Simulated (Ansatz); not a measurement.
The same hydrolysis along the group B, Al, Ga, In.

Isolated molecules relaxed with PBE0-D4/def2-TZVP in Ansatz; ΔE leaves out vibrations. CCSD(T)/CBS is the MP2 limit (def2-TZVPP, def2-QZVPP) plus CCSD(T) − MP2 in def2-TZVPP, frozen cores. This one scheme is used for every species. Elements past krypton have def2 core potentials. For Ga, In outer-core shells are correlated without core-valence functions, which leaves a few kJ/mol of doubt a bond. Scalar relativity is left out up to krypton. Each species was taken in one conformer, which may not be the lowest.

(1) Order these by ΔE at CCSD(T)/CBS, lowest first. (An estimate is asked.)
A. `[SiH3][O][In]([Cl])[Cl]` + H₂O → `[OH][In]([Cl])[O][SiH3]` + HCl
B. `[SiH3][O][Ga]([Cl])[Cl]` + H₂O → `[OH][Ga]([Cl])[O][SiH3]` + HCl
C. `[SiH3][O][Al]([Cl])[Cl]` + H₂O → `[OH][Al]([Cl])[O][SiH3]` + HCl
D. `[SiH3]OB(Cl)Cl` + H₂O → `OB(Cl)O[SiH3]` + HCl

Largest T1 diagnostic: 0.015, for `[OH][In]([Cl])[O][SiH3]`.

Answers

(1) D (-46.1 kJ/mol), C (+26.2 kJ/mol), B (+55.9 kJ/mol), A (+86.1 kJ/mol).
